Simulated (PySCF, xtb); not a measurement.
In(H)2(OAc) (C2H5InO2), SMILES CC(=O)[O][InH2].

GFN2-xTB run with xtb 6.7.1 at its own geometry gives an orbital gap of 5.10 eV and a dipole moment of 0.99 D.

The structure is a stationary point at B3LYP-D3(BJ)/def2-SVP. The def2 effective core potentials stand for the cores of In; spin–orbit coupling is left out.

Q: What does PBE/def2-TZVP (PySCF) give? (The exact figures need the calculation; the answer reports its results.)

A: gap 5.06 eV (levels -6.72 and -1.66 eV), dipole 0.23 D.
